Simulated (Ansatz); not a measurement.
Consider the atomization: `CC(Cl)OBF` → B• + 2 C• + Cl• + F• + 5 H• + O•.

Isolated molecules relaxed with PBE0-D4/def2-TZVP in Ansatz; ΔE leaves out vibrations. CBS: MP2 limit from def2 TZ/QZ plus the TZ coupled-cluster correction, frozen cores. This one scheme is used for every species, atoms too. For atomizations the MP2-based limit and the directly extrapolated one differ by several kJ/mol either way, and by 10 to 25 for some Ge, Se and Sn compounds, so smaller differences from it don't rank the levels. DFT in def2-TZVPP. Open shells (•) are unrestricted, without spin–orbit coupling. Spin–orbit coupling would lower the free atoms: a little for B, C, Cl, F, O. Each species was taken in one conformer, which may not be the lowest.

| level | ΔE (eV) |
| --- | --- |
| B97M-V | 46.10 |
| r2SCAN0-D4 | 45.45 |
| B2PLYP | 45.55 |
| PBE0 | 45.99 |
| CAM-B3LYP | 46.03 |
| MP2/def2-QZVPP | 46.71 |
| HF/CBS(def2) | 34.21 |
| MP2/CBS(def2) | 47.16 |

(1) What does CCSD(T)/CBS give? (Best estimate.)

Largest T1 diagnostic among the species: 0.014.

Results:

(1) Computed: +45.92 eV. The listed levels differ from it by 0.18, -0.47, -0.37, 0.07, 0.11, 0.79, -11.71, 1.24 eV.

In def2-TZVPP, CCSD(T) changes the Hartree–Fock value by +10.66 eV (the triples alone add +0.72 eV) and MP2 by +11.91 eV; breaking electron pairs costs correlation energy, which Hartree–Fock lacks. From PBE to PBE0 (25 % exact exchange), in def2-TZVPP and without D4, ΔE moves by −0.92 eV: exact exchange takes away binding that semilocal exchange gives to molecules. At CCSD(T), def2-SVP lies −1.96 eV from the extrapolated value and def2-TZVPP −1.11 eV: correlation converges slowly with the basis, and small sets miss more of it in the bonded molecule than in its fragments.
